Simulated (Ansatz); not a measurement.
A run for Ansatz (a quantum-chemistry and plane-wave program): FCI/cc-pVDZ on GeH, 2S+1 = 2, a point of a bond scan (R = 1.446 Å). The run froze 14 orbitals, filled d shells among them.

Ansatz 0.2 input:
```yaml
crystal:
  periodic: [false, false, false]
  atoms:
    - {symbol: Ge, position_ang: [-0.00000000, -0.00000000, -0.04867720]}
    - {symbol: H, position_ang: [0.00000000, 0.00000000, 1.39703560]}
basis:
  gaussian:
    orbitals: cc-pVDZ
magnetization: {spin_polarized: false, initial_magnetization: 1}
correlation: {method: fci, electrons: outside_noble_gas}
```

The log:

```
WARN ansatz: RAYON_NUM_THREADS=2 ignored (pool sized by the plan → 2); use --threads N
Functional definition: HF
integrals: 0.01 GiB planned
596 factors; integrals over basis functions are off by at most 8.7e-8 eV
mean field: 0.09 GiB planned
mean field evaluation 1: about -56486.5964 eV, gradient 5.6e0 eV
mean field evaluation 2: about -56486.5975 eV, gradient 5.6e0 eV
mean field evaluation 4: about -56486.8140 eV, gradient 3.8e-1 eV
mean field evaluation 8: about -56486.8149 eV, gradient 1.9e-6 eV
mean field evaluation 16: about -56486.8152 eV, gradient 9.9e-2 eV
mean field -56486.81489318 eV, -2075.8521591860 hartree, gradient 2.6e-6 eV, S^2 0.750000; 2 other end points of the search recorded, 0 dependent functions left out
mean field evaluation 32: about -56486.8729 eV, gradient 4.8e-1 eV
14 core orbitals not correlated
reference -56486.81489318 eV, -2075.8521591860 hartree; 3, 2 occupied and 15, 16 virtual orbitals, 596 factors
configuration interaction: 0.05 GiB planned
state -56489.16781648 eV, -2075.9386275224 hartree
Total energy: -56489.16781648 eV, -2075.9386275224 hartree
```

The calculation finished and met its thresholds.

Cost: very roughly 0.8 core-seconds.
